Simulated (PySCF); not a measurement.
C5H8, SMILES C(=C\C)/C=C.

Coordinates come from a B3LYP-D3(BJ)/def2-SVP optimisation. Other conformers were not sampled.

Computed with B3LYP-D3(BJ)/def2-SVP run with PySCF 2.14.0.

Frequencies are harmonic and unscaled.

Computed harmonic wavenumbers and intensities:
| mode | ν (cm⁻¹) | IR (km/mol) | Raman (Å⁴/amu) | depolarisation | moving atoms (share of kinetic energy) |
|---|---|---|---|---|---|
| 1 | 139 | 1.3 | 0.8 | 0.75 | C 51 %, H 49 % |
| 2 | 199 | 1.7 | 0.8 | 0.71 | C 67 %, H 33 % |
| 3 | 213 | 0.0 | 2.4 | 0.75 | H 71 %, C 29 % |
| 4 | 262 | 1.9 | 1.2 | 0.75 | C 53 %, H 47 % |
| 5 | 454 | 0.4 | 1.2 | 0.47 | C 61 %, H 39 % |
| 6 | 484 | 0.0 | 11.8 | 0.27 | C 79 %, H 21 % |
| 7 | 648 | 1.6 | 1.0 | 0.75 | H 78 %, C 22 % |
| 8 | 850 | 7.3 | 15.4 | 0.75 | H 61 %, C 39 % |
| 9 | 906 | 7.5 | 0.3 | 0.49 | H 65 %, C 35 % |
| 10 | 923 | 30.7 | 5.1 | 0.75 | H 73 %, C 27 % |
| 11 | 984 | 10.2 | 1.6 | 0.75 | H 85 %, C 15 % |
| 12 | 985 | 11.6 | 0.6 | 0.63 | H 70 %, C 30 % |
| 13 | 1047 | 27.8 | 0.5 | 0.75 | H 90 %, C 10 % |
| 14 | 1053 | 1.3 | 3.2 | 0.75 | H 62 %, C 38 % |
| 15 | 1106 | 0.1 | 0.5 | 0.30 | C 66 %, H 34 % |
| 16 | 1206 | 1.3 | 62.6 | 0.42 | C 52 %, H 48 % |
| 17 | 1282 | 1.9 | 0.1 | 0.71 | H 77 %, C 23 % |
| 18 | 1307 | 0.2 | 64.1 | 0.38 | H 68 %, C 32 % |
| 19 | 1321 | 2.7 | 0.8 | 0.39 | H 78 %, C 22 % |
| 20 | 1395 | 2.1 | 59.5 | 0.44 | H 76 %, C 24 % |
| 21 | 1432 | 6.1 | 6.8 | 0.36 | H 81 %, C 19 % |
| 22 | 1449 | 6.9 | 17.9 | 0.75 | H 96 % |
| 23 | 1461 | 7.3 | 70.1 | 0.53 | H 93 % |
| 24 | 1680 | 4.4 | 26.4 | 0.24 | C 86 %, H 14 % |
| 25 | 1736 | 17.0 | 437.1 | 0.29 | C 90 %, H 10 % |
| 26 | 3010 | 32.5 | 333.3 | 0.08 | H 97 % |
| 27 | 3068 | 16.4 | 165.2 | 0.75 | H 91 %, C 9 % |
| 28 | 3111 | 4.2 | 107.1 | 0.73 | H 91 %, C 9 % |
| 29 | 3126 | 1.1 | 97.7 | 0.27 | H 92 %, C 8 % |
| 30 | 3130 | 7.2 | 38.2 | 0.16 | H 92 % |
| 31 | 3135 | 37.6 | 34.8 | 0.16 | H 94 % |
| 32 | 3141 | 13.5 | 139.2 | 0.16 | H 92 % |
| 33 | 3235 | 10.0 | 105.1 | 0.64 | H 89 %, C 11 % |
